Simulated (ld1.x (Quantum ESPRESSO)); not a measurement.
**Logarithmic derivatives: Ti (Z = 22), TM**

* Element: titanium (Ti)
* Generator: ld1.x (Quantum ESPRESSO) 7.5
* Type: norm-conserving Troullier–Martins (Kleinman–Bylander form)
* Functional: PBE
* Relativity: non-relativistic
* Frozen core: [Ar]
* Valence charge: 4
* Reference configuration: 3d1 4s0 4p0 (charge +3)
* Partial waves: 4s (bound, empty): rc 2.40 bohr; 4p (bound, empty): rc 2.65 bohr; 3d (bound): rc 1.35 bohr
* Local potential: all-electron potential smoothed inside 1.60 bohr (lloc = -1)
* Core correction: none

The phase is arctan(r·u′/u) with u = r·R(r), unwrapped; energies in Ry, scanned from -5 to 5 Ry. A pole is an energy at which the radial function vanishes at the test radius. The pseudo phase is shifted by a multiple of π to meet the all-electron one at the reference energy, and phase errors are pseudo minus all-electron; the curves can meet again beyond the range given. Levels narrower than the energy grid can be missing from the lists of poles.

```json
{"channel": "s", "radius (bohr)": "2.90", "reference energy (Ry)": "-1.93", "poles, all-electron": "-0.56", "poles, pseudo": "-0.61, 4.12", "unbroken range about the reference energy with phases within 0.05 rad": "below 0.7", "phase error 1 Ry above the reference energy (rad)": "-0.005"}
{"channel": "p", "radius (bohr)": "2.90", "reference energy (Ry)": "-1.53", "poles, all-electron": "0.22", "poles, pseudo": "-0.93, 0.64", "unbroken range about the reference energy with phases within 0.05 rad": "below -1.2", "phase error 1 Ry above the reference energy (rad)": "-3.029"}
{"channel": "d", "radius (bohr)": "2.90", "reference energy (Ry)": "-2.56", "poles, all-electron": "-2.47, 1.49", "poles, pseudo": "-2.47, 1.60", "unbroken range about the reference energy with phases within 0.05 rad": "below -0.6", "phase error 1 Ry above the reference energy (rad)": "+0.002"}
```

Note: ghost states, extra bound levels that the all-electron valence spectrum of the same l lacks: s at -71.1 eV, p at -12.3 eV. A true bound ghost makes a file unfit for plane-wave use.

Phases in the s channel:

```
E (Ry)  all-electron  pseudo
 -5.00         1.353   1.360
 -4.74         1.340   1.343
 -4.48         1.325   1.326
 -4.22         1.306   1.306
 -3.96         1.283   1.282
 -3.70         1.252   1.251
 -3.44         1.211   1.209
 -3.18         1.151   1.149
 -2.92         1.055   1.053
 -2.66         0.884   0.881
 -2.40         0.517   0.513
 -2.14        -0.231  -0.232
 -1.88        -0.907  -0.907
 -1.62        -1.220  -1.221
 -1.36        -1.373  -1.376
 -1.10        -1.463  -1.467
 -0.84        -1.523  -1.529
 -0.58        -1.568  -1.576
 -0.32        -1.605  -1.616
 -0.06        -1.637  -1.653
  0.20        -1.668  -1.690
  0.46        -1.699  -1.732
  0.72        -1.732  -1.784
  0.98        -1.771  -1.857
  1.24        -1.820  -1.976
  1.50        -1.885  -2.223
  1.76        -1.983  -2.865
  2.02        -2.147  -3.824
  2.28        -2.466  -4.258
  2.54        -3.088  -4.436
  2.80        -3.767  -4.529
  3.06        -4.138  -4.588
  3.32        -4.323  -4.629
  3.58        -4.429  -4.661
  3.84        -4.496  -4.688
  4.10        -4.543  -4.711
  4.36        -4.579  -4.732
  4.62        -4.606  -4.752
  4.88        -4.628  -4.773
```
